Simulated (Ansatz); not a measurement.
System: C₃H₆F (charge -1, singlet). It need not be the lowest isomer of its formula. Whether it binds its extra electron was not tested at this geometry. 
Geometry from a B3LYP-D3(BJ)/def2-TZVP (Ansatz, a first-principles code) optimisation:
```
C
H 1 1.1008
H 1 1.1172 2 106.42
C 1 1.5115 2 106.73 3 122.15
H 4 1.1088 1 106.34 2 -57.49
F 4 1.5114 5 100.91 1 108.04
C 1 1.5341 2 108.93 3 -115.16
H 7 1.0931 1 109.58 2 -179.03
H 7 1.0944 8 107.40 1 -119.12
H 7 1.1000 8 108.10 9 -117.83
```
Charge -1, spin multiplicity 1.

Task: Give the harmonic wavenumbers at B3LYP-D3(BJ)/def2-TZVP (Ansatz, finite differences of forces, unscaled).

Result: 145, 212, 373, 461, 664, 794, 859, 920, 1005, 1090, 1124, 1276, 1286, 1336, 1367, 1434, 1472, 1499, 2734, 2835, 2952, 2964, 3032, 3067 cm⁻¹. Zero-point energy 49.9 kcal/mol.

Task: From these and the geometry, give the ideal-gas thermochemistry at 298.15 K and 1 atm (rigid rotor, harmonic oscillator).

Result: Point group C1, rotational symmetry number 1. Rotational constants 15.34, 4.931, 4.226 GHz. S(trans) 38.25, S(rot) 24.42, S(vib) 7.80, S(elec, spin only) 0.00, S 70.5 cal/(mol K). H(298) - H(0) 3.78 kcal/mol; G - E(el) 32.7 kcal/mol.
